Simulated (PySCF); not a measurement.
PBE on As⁻ (arsenic, charge -1), [Ar] 3d10 4s2 4p4, high-spin 3P determinant. All numbers are calculated (PySCF 2.14, no relativity, point nucleus, in def2-QZVPPD (12s7p5d4f1g, 95 functions)).

```
cycle= 1 E= -2235.54436911949  delta_E= -0.0192  |g|= 0.18  |ddm|= 0.224
cycle= 2 E= -2235.54310771736  delta_E= 0.00126  |g|= 0.213  |ddm|= 0.0892
cycle= 3 E= -2235.5472034953  delta_E= -0.0041  |g|= 0.0114  |ddm|= 0.0542
cycle= 4 E= -2235.5472721111  delta_E= -6.86e-05  |g|= 0.00226  |ddm|= 0.0217
cycle= 5 E= -2235.54727573539  delta_E= -3.62e-06  |g|= 0.000137  |ddm|= 0.00404
cycle= 6 E= -2235.54727576353  delta_E= -2.81e-08  |g|= 2.62e-05  |ddm|= 0.000538
cycle= 7 E= -2235.54727576421  delta_E= -6.8e-10  |g|= 1.81e-06  |ddm|= 7.83e-05
converged SCF energy = -2235.54727576421  <S^2> = 2.0036293  2S+1 = 3.0024186
```

Highest occupied orbital energy: 2.226 eV; ⟨L²⟩ = 2.02; populations by l: s 8.00, p 16.00, d 10.00, f 0.00.

(1) Can this result be used?

Answers

(1) With care. The calculation finished and met its thresholds. At PBE the highest occupied level has a positive energy, so only the finite basis holds that electron; in a semilocal or global hybrid functional this comes from self-interaction and does not mean that the real anion is unbound.
